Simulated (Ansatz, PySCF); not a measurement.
Cl6Si2, charge -1, doublet, geometry from GFN2-xTB (a state made from the parent by changing its charge; the spin is typed, not shown lowest) (in this run its highest filled SCF level lies above zero, so its values depend strongly on the basis, on diffuse functions most of all). Base run: B97M-V/STO-3G in PySCF.

Geometry (Å):
```xyz
8

Cl     2.0986    -0.2447    -1.4795
Si     1.1013     0.2165     0.3009
Cl     2.6320     1.5244     1.1207
Cl     1.5155    -1.4379     1.5128
Si    -1.1013    -0.2165    -0.3009
Cl    -1.5155     1.4379    -1.5128
Cl    -2.6320    -1.5244    -1.1207
Cl    -2.0986     0.2447     1.4795
```
Charge -1, spin multiplicity 2.
Orbitals are unrestricted.
All else is at PySCF's defaults.

The same geometry, method and basis name were run in Ansatz (a program for electronic structure) and PySCF, at each program's defaults and at the settings that a row names. The base is PySCF at its defaults. Differences at the defaults can come from grids, fitting, cores and function types together.

| code and settings | ΔE vs base (µEh) | basis functions | E (Eh) | SCF cycles | outcome |
|---|---|---|---|---|---|
| PySCF, defaults (exact integrals, its default grid, spherical functions) | 0.0 | 72 | -3303.41858 | 8 | converged |
| Ansatz, defaults (factorised integrals, its default grid, spherical functions) | 37.0 | 72 | -3303.41854 | - | converged |
| PySCF, density fitting with def2-universal-jkfit | -6323 | 72 | -3303.42490 | 8 | converged |
| PySCF, fine grid | - | - | - | - | cut at the time limit |
| Ansatz, high accuracy | 46.8 | 72 | -3303.41853 | - | converged |

Open shells are given as the SCF converged; they aren't shown to be the lowest states, and a large step between rows can be another state.
